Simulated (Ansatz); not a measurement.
H7InO2Si2, SMILES `[SiH3][O][InH][O][SiH3]`. Total charge 0; spin multiplicity 1. In: def2 effective core potential. All single points use the PBE0-D4/def2-TZVP geometry. It is one conformer, not always the lowest.

```xyz
12

Si    0.514   -1.178    1.693
O    -0.344    0.199    1.840
In   -0.952    1.714    0.739
O    -0.537    1.386   -1.157
Si    0.030    0.197   -2.116
H    -0.362   -2.320    1.312
H     1.162   -1.491    2.995
H     1.582   -1.050    0.658
H    -1.715    3.090    1.333
H    -0.538    0.359   -3.482
H     1.516    0.245   -2.210
H    -0.356   -1.151   -1.605
```

**Question.** What is the dipole moment at ωB97M-V/def2-TZVPP? (Best estimate.)

**Answer.** Computed: 2.66 D, with components (-1.21, 2.18, 0.94) D in this frame, pointing from negative to positive charge.

**Question.** And with PBE, r2SCAN, B3LYP? (Best estimate.)

**Answer.** Ansatz gave: PBE 2.53 D, r2SCAN 2.63 D, B3LYP 2.54 D.

**Question.** Give the Mulliken charges with ωB97M-V, B3LYP, r2SCAN in def2-TZVPP. (Estimate.)

**Answer.** Ansatz gave: 
```tsv
atom	ωB97M-V	B3LYP	r2SCAN
Si1	0.31	0.42	0.45
O2	-0.57	-0.56	-0.58
In3	0.84	0.86	0.87
O4	-0.57	-0.56	-0.58
Si5	0.31	0.42	0.45
H6	-0.05	-0.09	-0.09
H7	-0.06	-0.09	-0.10
H8	-0.05	-0.08	-0.09
H9	-0.02	-0.06	-0.05
H10	-0.06	-0.09	-0.10
H11	-0.05	-0.09	-0.09
H12	-0.05	-0.08	-0.09
```

B3LYP here is the variant with VWN-RPA as its local correlation; programs differ in this.
